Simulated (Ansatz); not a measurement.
InH2(OMe) (CH₅InO). Total charge 0; singlet. Geometry B3LYP-D4/def2-TZVP, basis def2-TZVP, Ansatz.

```csv
run,HOMO (eV),LUMO (eV)
A,-6.04,-2.46
B,-9.65,-0.11
C,-5.79,-2.11
D,-7.26,-1.53
E,-6.10,-1.93
F,-6.23,-2.25
```

In the def2 sets In takes a core potential; there is no spin–orbit coupling.

Task: The runs used B97M-V, LDA (SPW92), PBE0, r2SCAN, revPBE, ωB97M-V. Estimate which is which.

Result: A LDA (SPW92) (0 % exact exchange); B ωB97M-V (range-separated); C revPBE (0 % exact exchange); D PBE0 (25 % exact exchange); E r2SCAN (0 % exact exchange); F B97M-V (0 % exact exchange). Exact exchange lowers occupied and raises empty levels; among semilocal functionals meta-GGAs tend to open the gap a little, and such runs are hard to tell apart. The gap grows from 3.58 eV (LDA (SPW92)) to 9.54 eV (ωB97M-V).
